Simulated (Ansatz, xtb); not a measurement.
Molecule: vinylidene fluoride, C2H2F2, net charge 0, singlet state. 
Coordinates optimised at B3LYP-D3(BJ)/def2-TZVP (Ansatz, a first-principles code):
```xyz
6

C      1.3666    -0.1842    -0.0960
C      0.0659    -0.0089    -0.0046
F     -0.8303    -0.9779     0.0790
F     -0.5461     1.1633     0.0177
H      2.0191     0.6710    -0.1597
H      1.7731    -1.1820    -0.1067
```
Charge 0, spin multiplicity 1.

Harmonic wavenumbers from GFN2-xTB (xtb, at its own minimum), cm⁻¹: 386, 474, 535, 714, 851, 917, 922, 1200, 1342, 1772, 3153, 3198.

Give the harmonic wavenumbers at B3LYP-D3(BJ)/def2-TZVP (Ansatz, finite differences of forces, unscaled).

442, 550, 633, 721, 832, 938, 963, 1302, 1415, 1772, 3198, 3297 cm⁻¹. Zero-point energy 23.0 kcal/mol.

From these and the geometry, give the ideal-gas thermochemistry at 298.15 K and 1 atm (rigid rotor, harmonic oscillator).

Point group C2v, rotational symmetry number 2. Rotational constants 10.96, 10.44, 5.347 GHz. S(trans) 38.39, S(rot) 22.40, S(vib) 2.50, S(elec, spin only) 0.00, S 63.3 cal/(mol K). H(298) - H(0) 2.93 kcal/mol; G - E(el) 7.0 kcal/mol. Tabulated S at 1 bar: 63.6 cal/(mol K) (CRC Handbook, as tabulated in the package chemicals); it can hold hindered rotation or other conformers, which this model lacks.
